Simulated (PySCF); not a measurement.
Cl$_{3}$Ga (SMILES [Cl][Ga]([Cl])[Cl]), singlet, at a GFN2-xTB geometry (such geometries of metal compounds can be far from the true shape); PySCF with PBE0/def2-SVP.

Input for PySCF:
```python
from pyscf import gto, scf, dft

mol = gto.Mole()
mol.atom = '''
    Ga    0.000000    0.000000   -0.000000
    Cl   -1.760000   -1.105817   -0.208205
    Cl    0.100325    1.952147   -0.736775
    Cl    1.659675   -0.846330    0.944980
'''
mol.basis = 'def2-svp'
mol.charge = 0
mol.spin = 0
mol.verbose = 4
mol.build()

mf = dft.RKS(mol)
mf.xc = 'pbe0'
mf.grids.atom_grid = (99, 590)
mf.grids.prune = None
mf.kernel()
```

Task: What does PySCF print? Leave out banner, timings and long lists.

Result: 
```
PySCF version 2.14.0

[INPUT] verbose = 4
[INPUT] num. atoms = 4
[INPUT] num. electrons = 82
[INPUT] charge = 0
[INPUT] spin (= nelec alpha-beta = 2S) = 0
[INPUT] symmetry False subgroup None
[INPUT] Mole.unit = angstrom
[INPUT] Symbol           X                Y                Z      unit          X                Y                Z       unit  Magmom
[INPUT]  1 Ga     0.000000000000   0.000000000000   0.000000000000 AA    0.000000000000   0.000000000000   0.000000000000 Bohr   0.0
[INPUT]  2 Cl    -1.760000000000  -1.105817000000  -0.208205000000 AA   -3.325917979235  -2.089691273888  -0.393450427765 Bohr   0.0
[INPUT]  3 Cl     0.100325000000   1.952147000000  -0.736775000000 AA    0.189586773447   3.689023184891  -1.392302965426 Bohr   0.0
[INPUT]  4 Cl     1.659675000000  -0.846330000000   0.944980000000 AA    3.136331205788  -1.599331911003   1.785753393191 Bohr   0.0

nuclear repulsion = 527.301662518885
number of shells = 36
number of NR pGTOs = 182
number of NR cGTOs = 86
basis = def2-svp
ecp = {}

******** <class 'pyscf.dft.rks.RKS'> ********
method = RKS
initial guess = minao
damping factor = 0
level_shift factor = 0
DIIS = <class 'pyscf.scf.diis.CDIIS'>
diis_start_cycle = 1
diis_space = 8
diis_damp = 0
SCF conv_tol = 1e-09
SCF conv_tol_grad = None
SCF max_cycles = 50
direct_scf = True
direct_scf_tol = 1e-13
XC library pyscf.dft.libxc version 7.1.2
    S. Lehtola, C. Steigemann, M. J. T. Oliveira, and M. A. L. Marques,  SoftwareX 7, 1–5 (2018)
XC functionals = pbe0
    C. Adamo and V. Barone,  J. Chem. Phys. 110, 6158 (1999)
    M. Ernzerhof and G. E. Scuseria,  J. Chem. Phys. 110, 5029 (1999)
radial grids:
    Treutler-Ahlrichs [JCP 102, 346 (1995); DOI:10.1063/1.469408] (M4) radial grids

becke partition: Becke, JCP 88, 2547 (1988); DOI:10.1063/1.454033
pruning grids: None
grids dens level: 3
symmetrized grids: False
atomic radii adjust function: <function treutler_atomic_radii_adjust>
User specified grid scheme (99, 590)
small_rho_cutoff = 0
Set gradient conv threshold to 3.16228e-05
Initial guess from minao.
tot grids = 233640
init E= -3304.03056063719
  HOMO = -0.379499402176367  LUMO = -0.086519243746435  gap/eV = 7.97240
cycle= 1 E= -3304.15403547992  delta_E= -0.123  |g|= 0.654  |ddm|= 2.44
  HOMO = -0.318481893893984  LUMO = -0.0897175550318744  gap/eV = 6.22499
cycle= 2 E= -3304.07005659462  delta_E= 0.084  |g|= 0.953  |ddm|= 1.59
  HOMO = -0.338675284261026  LUMO = -0.055224523915947  gap/eV = 7.71309
cycle= 3 E= -3304.23712798414  delta_E= -0.167  |g|= 0.0266  |ddm|= 0.956
  HOMO = -0.34361979440772  LUMO = -0.0592076056607147  gap/eV = 7.73925
cycle= 4 E= -3304.23728679524  delta_E= -0.000159  |g|= 0.00975  |ddm|= 0.0396
  HOMO = -0.342474112611085  LUMO = -0.0573649412814663  gap/eV = 7.75822
cycle= 5 E= -3304.23731267142  delta_E= -2.59e-05  |g|= 0.00125  |ddm|= 0.0129
  HOMO = -0.342401878573668  LUMO = -0.0574083985046783  gap/eV = 7.75507
cycle= 6 E= -3304.23731314262  delta_E= -4.71e-07  |g|= 0.000346  |ddm|= 0.00178
  HOMO = -0.342421150500412  LUMO = -0.0574123569463185  gap/eV = 7.75548
cycle= 7 E= -3304.23731316133  delta_E= -1.87e-08  |g|= 1.04e-05  |ddm|= 0.00032
  HOMO = -0.342420194982098  LUMO = -0.0574102391172056  gap/eV = 7.75552
cycle= 8 E= -3304.23731316137  delta_E= -4.09e-11  |g|= 1.22e-06  |ddm|= 1.75e-05
  HOMO = -0.342420336457531  LUMO = -0.0574106676907675  gap/eV = 7.75551
Extra cycle  E= -3304.23731316138  delta_E= -7.28e-12  |g|= 1.66e-06  |ddm|= 4.25e-06
converged SCF energy = -3304.23731316138
```
